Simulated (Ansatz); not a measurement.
Correlation energies of C$_{2}$H$_{9}$BOSi (`BO[SiH](C)C`) by basis set

Cartesian coordinates in Å:
```
B -2.213 -0.877 0.268
O -1.259 -0.102 0.804
Si 0.118 0.637 0.219
C 0.371 0.267 -1.587
C 1.540 0.049 1.261
H -3.098 -1.263 0.981
H -2.176 -1.177 -0.899
H -0.095 2.096 0.416
H 1.261 0.790 -1.948
H -0.480 0.598 -2.187
H 0.514 -0.802 -1.761
H 1.705 -1.023 1.130
H 2.461 0.570 0.985
H 1.349 0.238 2.319
```

The species carries charge 0 and has multiplicity 1. The structure was optimised at the PBE0-D4/def2-TZVP level. It is one conformer, not always the lowest. Frozen core, restricted reference, Ansatz 0.2.0. CBS rows extrapolate triple and quadruple zeta; past MP2 they add the triple-zeta difference.

```
     basis     HF (Eh)  MP2 corr.  CCSD corr.       (T)  CCSD(T) total
def2-TZVPP  -469.65041   -0.81693    -0.87159  -0.03163     -470.55363
def2-QZVPP  -469.66885   -0.87421           –         –              –
 CBS(def2)  -469.67139   -0.91664    -0.97130     as TZ     -470.67432
```
